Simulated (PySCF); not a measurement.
# Atomic charges by several schemes

Compound: CH12O2Si5.
Geometry (GFN2-xTB, Å), atoms numbered from 1 in this order:
```
atom  x, y, z in Å
O1    -2.913   -0.389    2.147
C2    -1.858    0.187    2.018
Si3   -0.759   -0.035    0.466
Si4   -0.902    2.074   -0.577
Si5   -1.807   -1.774   -0.705
Si6    1.409   -0.449    1.208
O7     2.271   -0.415   -0.173
Si8    2.715   -0.074   -1.687
H9    -1.533    0.892    2.818
H10   -2.046    2.885   -0.149
H11    0.290    2.897   -0.340
H12   -1.021    1.926   -2.032
H13   -0.804   -2.517   -1.481
H14   -2.788   -1.273   -1.676
H15   -2.489   -2.750    0.144
H16    2.044    0.557    2.071
H17    1.709   -1.771    1.766
H18    4.054   -0.635   -1.832
H19    2.694    1.381   -1.834
H20    1.729   -0.705   -2.564
```

Density: PBE0/pcSseg-1 (PySCF); schemes: Mulliken, IAO, Hirshfeld and ESP-fitted. Isolated species at its GFN2-xTB geometry (one conformer only). GFN2-xTB frequencies show an imaginary mode (34i cm⁻¹), so this geometry is no minimum at that level.

Atoms with like bonding are taken together and averaged. For which atoms does the sign change between the 4 schemes (beyond +0.03 e in one, beyond −0.03 e in another)?

Si3. Atomic charges aren't observables, and each scheme defines them in its own way.

Do the Mulliken, IAO, Hirshfeld and ESP-fitted schemes agree on where the charge is highest?

The schemes don't all agree: Mulliken Si6 (+0.771); IAO Si8 (+0.885); Hirshfeld Si8 (+0.390); ESP-fitted Si8 (+0.561).

Which atoms carry the lowest charge in the Mulliken, IAO, Hirshfeld and ESP-fitted schemes?

The schemes don't all agree: Mulliken O7 (-0.723); IAO O7 (-0.898); Hirshfeld O7 (-0.307); ESP-fitted O1 (-0.427).

Give the atomic charges in each scheme.

In e; atoms taken as equivalent share a row and are averaged (×n: the atom named and its like, n in all):

```
       atom              environment  Mulliken     IAO  Hirshfeld  ESP-fitted
         O1          carbonyl oxygen    -0.330  -0.363     -0.205      -0.427
         C2          carbonyl carbon    +0.030  +0.033     +0.035      +0.396
        Si3  four-coordinate silicon    -0.379  +0.056     +0.103      -0.047
    Si4/Si5             SiH3 silicon    +0.310  +0.320     +0.219      +0.206
        Si6     oxygen-bound silicon    +0.771  +0.773     +0.323      +0.374
         O7          siloxane oxygen    -0.723  -0.898     -0.307      -0.371
        Si8     oxygen-bound silicon    +0.730  +0.885     +0.390      +0.561
         H9          formyl hydrogen    +0.101  +0.099     +0.034      -0.015
   H10 (×6)            Si–H hydrogen    -0.045  -0.090     -0.070      -0.060
    H16/H17            Si–H hydrogen    -0.096  -0.125     -0.077      -0.085
H18/H19/H20            Si–H hydrogen    -0.119  -0.146     -0.080      -0.118
```

Mean size of the charges over all atoms: IAO 0.249 e, Mulliken 0.225 e, ESP-fitted 0.174 e, Hirshfeld 0.132 e. Each set sums to the total charge, 0, to within 0.001 e. The Mulliken scheme gives each basis function's population to the atom it is centred on and halves the overlap population of two atoms between them.

Some averages cover members that differ in this geometry: Si4/Si5, Mulliken +0.275 to +0.346; Si4/Si5, ESP-fitted +0.180 to +0.232; H10 (×6), ESP-fitted -0.083 to -0.046; H10 (×6), Mulliken -0.062 to -0.029 e.

How closely do the schemes follow one another over all atoms?

Correlation coefficient and root-mean-square difference: IAO with Hirshfeld 0.97, 0.208 e; Mulliken with IAO 0.95, 0.115 e; Hirshfeld with ESP-fitted 0.90, 0.111 e; Mulliken with Hirshfeld 0.89, 0.196 e; IAO with ESP-fitted 0.89, 0.192 e; Mulliken with ESP-fitted 0.87, 0.173 e.

How many electrons does the ESP-fitted scheme count on O7?

Z − q = 8 − (-0.371) = 8.371.

Sum the charges by element, for elements with more than one atom.

```csv
element,atoms,Mulliken,IAO,Hirshfeld,ESP-fitted
O,2,-1.053,-1.261,-0.513,-0.798
Si,5,+1.743,+2.354,+1.254,+1.301
H,12,-0.720,-1.126,-0.777,-0.898
```

These values come from a run that also computed NMR shieldings. On one thread of an AMD EPYC (shared host), this took 1.8 min wall and 1.1 GiB of memory at its peak.
